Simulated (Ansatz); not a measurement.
A run on `[OH][SnH2][SeH]` with other settings.

```yaml
crystal:
  periodic: [false, false, false]
  atoms:
    - {symbol: O, position_ang: [-1.609102, -0.413767, -0.239943]}
    - {symbol: Sn, position_ang: [-0.063355, 0.636518, 0.011362]}
    - {symbol: Se, position_ang: [1.890009, -0.784064, -0.203332]}
    - {symbol: H, position_ang: [-1.520571, -1.012021, -0.935836]}
    - {symbol: H, position_ang: [0.051805, 1.755234, -1.178805]}
    - {symbol: H, position_ang: [-0.258698, 1.226550, 1.518559]}
    - {symbol: H, position_ang: [1.568666, -1.473634, 0.984120]}
basis:
  gaussian: {orbitals: ANO-RCC-VTZP}
hamiltonian: {xc: {name: wB97X-V}}
output: {forces: true}
```

```sh
$ ansatz run in.yaml --threads 2 --pin off --events-out ev --progress --plain --max-ram 4352MiB
```

Output, abridged:

```
Functional definition: wB97X-V
1644 factors; their error is unknown
342 factors; integrals over basis functions are off by at most 9.7e-6 eV
mean field evaluation 1: about -236288.9405 eV, gradient 5.3e1 eV
mean field evaluation 2: about -236285.8814 eV, gradient 6.9e1 eV
mean field evaluation 4: about -236293.6928 eV, gradient 1.5e0 eV
mean field evaluation 8: about -236293.6951 eV, gradient 4.2e-2 eV
mean field evaluation 16: about -236293.9311 eV, gradient 7.5e-5 eV
mean field -236293.93111709 eV, -8683.6418027739 hartree, gradient 1.1e-5 eV, S^2 0.000000; 0 other end points of the search recorded, 0 dependent functions left out
reference -236293.93111317 eV, -8683.6418026297 hartree; 48, 48 occupied and 149, 149 virtual orbitals, 1644 factors
Total energy: -236293.93111317 eV, -8683.6418026297 hartree
Relativity: scalar
Atom 0 at    -1.609102    -0.413767    -0.239943 Å, force    -1.777413     0.230753     1.266013 eV/Å
Atom 1 at    -0.063355     0.636518     0.011362 Å, force     0.811179     0.936776     0.267404 eV/Å
Atom 2 at     1.890009    -0.784064    -0.203332 Å, force     1.283101    -0.113027    -1.182546 eV/Å
Atom 3 at    -1.520571    -1.012021    -0.935836 Å, force    -0.021743    -1.573691    -1.690255 eV/Å
Atom 4 at     0.051805     1.755234    -1.178805 Å, force     0.070292     0.762621    -0.798578 eV/Å
Atom 5 at    -0.258698     1.226550     1.518559 Å, force    -0.111757     0.425988     1.040010 eV/Å
Atom 6 at     1.568666    -1.473634     0.984120 Å, force    -0.253659    -0.669420     1.097952 eV/Å
Dipole moment:     0.110107     0.085994    -0.046641 e Å
```

It took 37 s on 2 threads of an Arm Neoverse V1 on a shared host, with 1.1 GiB of host memory at the peak.
